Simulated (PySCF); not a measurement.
A structure optimised at PBE0-D3(BJ)/def2-SVP, used in a PySCF frequency run:

```xyz
5

Sn     0.6041     0.5152     0.0000
Cl    -1.1773     2.0396     0.0000
Br    -0.3742    -1.7680     0.0000
H      1.4545     0.7237    -1.4606
H      1.4545     0.7237     1.4606
```

Q: Write its SMILES, formula and point group.

A: [Cl][SnH2][Br], BrClH2Sn, Cs

Q: What are its rotational constants (standard atomic weights)?

A: 4.5113, 1.1643, 0.94024 GHz
